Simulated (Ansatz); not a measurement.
Steps of a relaxation of C₃H₄AlI, SMILES `IC1=[CH][AlH][CH2]1` with RKS PBE0-D4/def2-TZVP.

```sh
$ ansatz run in.yaml --threads 4 --pin off --events-out ev --progress --plain --max-ram 10444MiB
```

```yaml
crystal:
  periodic: [false, false, false]
  atoms:
    - {symbol: I, position_ang: [0.702866, -2.547873, 1.291516]}
    - {symbol: C, position_ang: [0.346291, -0.655134, 0.286531]}
    - {symbol: C, position_ang: [1.320355, 0.038261, -0.365728]}
    - {symbol: Al, position_ang: [-0.077411, 1.321023, -0.747007]}
    - {symbol: C, position_ang: [-1.048917, -0.070815, 0.306771]}
    - {symbol: H, position_ang: [2.367398, -0.281777, -0.447713]}
    - {symbol: H, position_ang: [-0.306937, 2.717015, -1.490090]}
    - {symbol: H, position_ang: [-1.802776, -0.721928, -0.182305]}
    - {symbol: H, position_ang: [-1.412269, 0.154929, 1.331026]}
basis:
  gaussian: {orbitals: def2-TZVP}
hamiltonian: {xc: pbe0, dispersion: d4}
relax: {f_tol: 0.005, max_steps: 150}
```

Positions (Å) and forces (eV/Å) along the path, 6 of 6 steps:

```xyz
9
step=1 energy=-17867.7788 eV
I     0.703   -2.548    1.292   -0.076    0.468   -0.251
C     0.346   -0.655    0.287    0.548    0.199   -0.260
C     1.320    0.038   -0.366   -0.463   -0.482    0.405
Al   -0.077    1.321   -0.747    0.044   -0.255    0.138
C    -1.049   -0.071    0.307   -0.153   -0.091    0.103
H     2.367   -0.282   -0.448   -0.572    0.141    0.061
H    -0.307    2.717   -1.490    0.028   -0.182    0.096
H    -1.803   -0.722   -0.182    0.419    0.320    0.232
H    -1.412    0.155    1.331    0.225   -0.117   -0.524
9
step=2 energy=-17867.8241 eV
I     0.701   -2.501    1.266    0.004   -0.105    0.057
C     0.345   -0.655    0.287    0.143    0.137   -0.111
C     1.308    0.031   -0.357   -0.127    0.011    0.015
Al   -0.077    1.312   -0.740    0.039   -0.180    0.094
C    -1.042   -0.071    0.305   -0.081    0.049    0.000
H     2.341   -0.290   -0.438   -0.146    0.041    0.020
H    -0.305    2.695   -1.478    0.002   -0.016    0.008
H    -1.784   -0.717   -0.180    0.111    0.095    0.066
H    -1.398    0.150    1.319    0.055   -0.031   -0.150
9
step=3 energy=-17867.8275 eV
I     0.696   -2.510    1.270    0.003    0.000    0.003
C     0.348   -0.656    0.287    0.011    0.049   -0.042
C     1.303    0.033   -0.359    0.004   -0.001    0.018
Al   -0.078    1.307   -0.738    0.005   -0.054    0.030
C    -1.038   -0.069    0.304   -0.026    0.017   -0.002
H     2.334   -0.282   -0.438    0.014   -0.008   -0.009
H    -0.306    2.689   -1.475    0.000    0.003   -0.002
H    -1.777   -0.711   -0.180   -0.007   -0.006   -0.003
H    -1.393    0.153    1.312   -0.004    0.000    0.007
9
step=4 energy=-17867.8277 eV
I     0.697   -2.508    1.271    0.000   -0.004   -0.002
C     0.348   -0.654    0.286    0.002    0.021    0.001
C     1.305    0.035   -0.357    0.001   -0.015   -0.013
Al   -0.078    1.305   -0.736   -0.003   -0.009    0.007
C    -1.040   -0.068    0.303   -0.003    0.007   -0.002
H     2.334   -0.284   -0.441    0.005    0.003    0.008
H    -0.306    2.687   -1.474    0.000    0.002   -0.001
H    -1.778   -0.710   -0.181   -0.001   -0.005   -0.004
H    -1.394    0.152    1.312    0.000    0.000    0.006
9
step=5 energy=-17867.8278 eV
I     0.697   -2.508    1.269    0.000   -0.002    0.002
C     0.348   -0.653    0.286   -0.001   -0.002   -0.003
C     1.305    0.034   -0.359    0.003    0.000    0.005
Al   -0.078    1.304   -0.736   -0.003    0.004   -0.002
C    -1.040   -0.068    0.304    0.002    0.001    0.001
H     2.335   -0.284   -0.439   -0.004   -0.001   -0.001
H    -0.306    2.686   -1.474    0.000    0.000    0.000
H    -1.778   -0.711   -0.180    0.002   -0.001   -0.001
H    -1.394    0.152    1.313    0.002    0.000    0.000
9
step=6 energy=-17867.8278 eV
I     0.697   -2.508    1.270    0.000    0.000    0.000
C     0.348   -0.653    0.286    0.000    0.002   -0.001
C     1.305    0.034   -0.358    0.000   -0.001    0.001
Al   -0.078    1.305   -0.736   -0.001    0.001    0.000
C    -1.040   -0.068    0.304    0.000   -0.001    0.001
H     2.335   -0.284   -0.439   -0.001    0.000    0.000
H    -0.306    2.687   -1.474    0.000    0.000    0.000
H    -1.778   -0.711   -0.180    0.000    0.000   -0.001
H    -1.394    0.152    1.313    0.000    0.000    0.000
```

It took 20 s on 4 threads of an INTEL XEON PLATINUM 8581C on a shared host, with 0.61 GiB of host memory at the peak.
